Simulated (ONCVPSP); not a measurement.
**Before and after: ONCV potential for Br (Z = 35)**

```json
{"Element": "Br (Z = 35)", "Generator": "ONCVPSP 4.0.1", "Type": "optimised norm-conserving Vanderbilt (ONCV)", "Functional": "PBE", "Relativity": "scalar-relativistic", "Frozen core": "[Ne]", "Valence charge": "25", "Reference configuration": "3s2 3p6 3d10 4s2 4p4 (charge +1)", "Partial waves": "3s+4s: rc 1.00 bohr, ncon 5, nbas 9, qcut 15 1/bohr, 2 projectors; 3p+4p: rc 0.80 bohr, ncon 4, nbas 7, qcut 18.6 1/bohr, 2 projectors; 3d: rc 0.90 bohr, ncon 4, nbas 8, qcut 16.2 1/bohr, 2 projectors, debl 1.8 Ha", "Local potential": "polynomial inside 0.55 bohr (lpopt 5, dvloc0 6 Ha)", "Core correction": "none"}
```

In the d channel the program set the typed energies aside and used -2.863, 0.250 Ha.

All-electron outer shells of the reference configuration (PBE, scalar-relativistic, ld1.x):

```csv
shell,level (eV),outermost node (bohr),outermost maximum (bohr)
2s,-1744.38,0.06,0.16
2p,-1539.85,–,0.13
3s,-249.29,0.23,0.48
3p,-184.71,0.21,0.48
3d,-77.92,–,0.43
4s,-30.40,0.67,1.41
4p,-17.47,0.70,1.62
```

Change: local potential polynomial inside 0.80 bohr (lpopt 5, dvloc0 6 Ha).

Cutoffs: the cutoffs (Ha) at which the residual kinetic energy of the hardest occupied pseudo-wave falls to 1 and 0.1 mHa per electron; they do not see the model core or the augmentation charge, which bear on the density cutoff. Errors are all-electron minus pseudo energies relative to the spin-unpolarised reference configuration.

Task: Predict the effect on cutoff, ghosts and configuration errors.

Result: The potential gets neither clearly harder nor softer (117 Ha and 132 Ha → 117 Ha and 132 Ha); of the 4 tests that both files solve, the error grows in 3 and shrinks in 0 by more than 15 % and 0.3 meV (median size 1.2 → 1.6 meV); neither file shows a bound ghost.

| quantity | base | changed |
| --- | --- | --- |
| cutoff, loose | 117 Ha | 117 Ha |
| cutoff, tight | 132 Ha | 132 Ha |
| bound ghosts | none | none |
| GHOST(+) flags under 300 eV | none | none |
| error for 3s2 3p6 3d10 4s2 4p5, meV [ΔE -12.55 eV] | +0.7 | +1.0 |
| error for 3s2 3p6 3d10 4s2 4p3, meV [ΔE 22.76 eV] | -1.7 | -2.2 |
| error for 3s2 3p6 3d10 4s2 4p2, meV [ΔE 56.74 eV] | -4.9 | -5.8 |
| error for 3s2 3p6 3d10 4s2 4p4.5, meV [ΔE -7.48 eV] | +0.5 | +0.6 |
| s: phases at 1.01 bohr within 0.05 rad from the reference energy up to (Ha; the scan ends near 5) | to the end of the scan | to the end of the scan |
| p: phases at 0.81 bohr within 0.05 rad from the reference energy up to (Ha; the scan ends near 5) | to the end of the scan | to the end of the scan |
| d: phases at 0.91 bohr within 0.05 rad from the reference energy up to (Ha; the scan ends near 5) | to the end of the scan | to the end of the scan |
